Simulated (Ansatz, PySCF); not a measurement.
N₂, charge -1, doublet, at a GFN2-xTB geometry (a state made from the parent by changing its charge; the spin is typed, not shown lowest) (in this run its highest filled SCF level lies above zero, so its values depend strongly on the basis, on diffuse functions most of all). Base run: WB97X-V/def2-SVPD run with PySCF.

Here is a job for PySCF.
```python
from pyscf import gto, scf, dft

mol = gto.Mole()
mol.atom = '''
    N    -0.000000   -0.000000   -0.605473
    N     0.000000    0.000000    0.605473
'''
mol.basis = 'def2-svpd'
mol.charge = -1
mol.spin = 1
mol.verbose = 3
mol.build()

mf = dft.UKS(mol)
mf.xc = 'wb97x_v'
mf.kernel()
```

The same geometry, method and basis name were run in Ansatz (a program for electronic structure) and PySCF, at each program's defaults and at the settings that a row names. The base is PySCF at its defaults. Differences at the defaults can come from grids, fitting, cores and function types together.

```tsv
code and settings	ΔE vs base (µEh)	basis functions	E (Eh)	SCF cycles
PySCF, defaults (exact integrals, its default grid, spherical functions)	0.0	40	-109.32750	9
Ansatz, defaults (factorised integrals, its default grid, spherical functions)	2.4	40	-109.32750	-
PySCF, density fitting with def2-universal-jkfit	-38.2	40	-109.32754	9
PySCF, fine grid	0.7	40	-109.32750	9
Ansatz, high accuracy	0.6	40	-109.32750	-
```

Open shells are given as the SCF converged; they aren't shown to be the lowest states, and a large step between rows can be another state.
